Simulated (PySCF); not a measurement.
# Interval between two levels of Ni(2+) by level of theory

Ni(2+) [Ar] 3d8 [3F4, M_J = 4] → Ni(2+) [Ar] 3d7 4s1 [5F5, M_J = 5], as a difference of total energies. All numbers are calculated (PySCF 2.14, the two-component X2C-1e Hamiltonian, in x2c-SVPall-2c with one added diffuse shell each of s, d type (6s5p4d1f, 48 functions)). Correlated levels: [Ne] frozen; the 6 highest virtual spinors dropped. "Screened" scales the spin-orbit matrix elements by Boettger's factors to mimic the two-electron term; Breit and QED terms are absent.

```
                    method  interval between two levels (cm⁻¹)
           GHF (spin-free)                               45838
          GMP2 (spin-free)                               57134
 GHF (screened spin-orbit)                               45701
GMP2 (screened spin-orbit)                               56994
```

The labels give the starting determinants; with spin-orbit coupling the two ends relaxed to ⟨J²⟩ = 20.01, ⟨L²⟩ = 12.01, ⟨S²⟩ = 2.00 and ⟨J²⟩ = 30.00, ⟨L²⟩ = 12.02, ⟨S²⟩ = 5.99.
